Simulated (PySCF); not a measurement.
**Orbital picture of IF**

PBE0 at R = 1.924 Å; basis I cc-pVTZ-PP with ECP28, F cc-pVTZ; scalar-relativistic core potentials; PySCF 2.14. State: ¹Σ⁺ (singlet), closed shell. Only the outer orbitals are listed, counted within each symmetry, core potentials removing the inner ones.

| orbital | occ. | ε (eV) | on I (%) | main shells (%) |
| --- | --- | --- | --- | --- |
| 5σ | 2 | -32.89 | 6 | 93 F s |
| 6σ | 2 | -20.04 | 88 | 87 I s, 9 F p |
| 7σ | 2 | -13.23 | 34 | 64 F p, 25 I p, 8 I s |
| 3π | 2 | -12.37 | 12 | 88 F p, 10 I p |
| 3π | 2 | -12.37 | 12 | 88 F p, 10 I p |
| 4π | 2 | -8.06 | 90 | 90 I p, 10 F p |
| 4π | 2 | -8.06 | 90 | 90 I p, 10 F p |
| 8σ | 0 | -3.51 | 83 | 74 I p, 18 F p |
| 9σ | 0 | 3.31 | 101 | 99 I s |
| 2δ | 0 | 6.37 | 100 | 100 I d |

Problem. Which are the highest filled and the lowest empty level, where do they sit, and how wide is the gap?

Solution. Highest filled 4π at -8.06 eV (in %: 90 I p, 10 F p); lowest empty 8σ at -3.51 eV (in %: 74 I p, 18 F p); the gap at PBE0 is 4.55 eV.

```
bond order (Mayer)                             : 0.95
⟨S²⟩                                           : 0.000
charge on I (Mulliken, basis-dependent)        : 0.35
charge on I (Löwdin, basis-dependent)          : 0.32
dipole moment (positive dipole means I(−)F(+)) : -1.93 D
polarisability along the bond                  : 32.4 bohr³
polarisability across the bond                 : 25.3 bohr³
```

Shares are Mulliken populations and can fall outside 0 to 100 %.

Spin–orbit coupling is left out.
